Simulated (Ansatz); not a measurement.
`O[B]([SeH])[SnH3]` and `NCB(O)[SeH]` differ in one atom or group.

Ansatz, PBE0-D4/def2-TZVP geometries, multiplicity 1. Each molecule was computed in one conformer, which needn't be the lowest.

Elements past krypton have def2 core potentials. Scalar relativity is left out up to krypton. Spin–orbit coupling is left out; it splits and shifts lone-pair levels of the heavy atoms by tenths of an eV.

```json
{"property": "zero-point energy (PBE0-D4/def2-TZVP) / kJ/mol", "`O[B]([SeH])[SnH3]`": "124.5"}
{"property": "LUMO energy (ωB97M-V/def2-TZVPP) / eV", "`O[B]([SeH])[SnH3]`": "0.90"}
{"property": "HOMO–LUMO gap (PBE/def2-TZVPP) / eV", "`O[B]([SeH])[SnH3]`": "4.47"}
{"property": "size of the dipole moment (PBE/def2-TZVPP) / D", "`O[B]([SeH])[SnH3]`": "1.49"}
{"property": "HOMO–LUMO gap (ωB97M-V/def2-TZVPP) / eV", "`O[B]([SeH])[SnH3]`": "10.45"}
{"property": "LUMO energy (B3LYP/def2-TZVPP) / eV", "`O[B]([SeH])[SnH3]`": "-1.17"}
```

Task: Give the same properties after the change, and the shifts. (Estimate.)

Result: Computed: 
```csv
property,`NCB(O)[SeH]`,shift
zero-point energy (PBE0-D4/def2-TZVP) / kJ/mol,217.5,93.0
LUMO energy (ωB97M-V/def2-TZVPP) / eV,1.55,0.65
HOMO–LUMO gap (PBE/def2-TZVPP) / eV,4.21,-0.26
size of the dipole moment (PBE/def2-TZVPP) / D,2.25,0.76
HOMO–LUMO gap (ωB97M-V/def2-TZVPP) / eV,10.53,0.08
LUMO energy (B3LYP/def2-TZVPP) / eV,-0.41,0.76
```

With PBE0 the HOMO rises by 0.77 eV and the LUMO rises by 0.89 eV, so the gap widens by about 0.12 eV. PBE moves the HOMO by 1.07 eV and ωB97M-V by 0.57 eV. The zero-point energy changes by 93.0 kJ/mol with +6 modes. Dipoles are sizes alone; their direction can turn.

Positive LUMOs are unbound, so they and the gaps depend on the basis.

B3LYP here is the variant with VWN-RPA as its local correlation; programs differ in this.
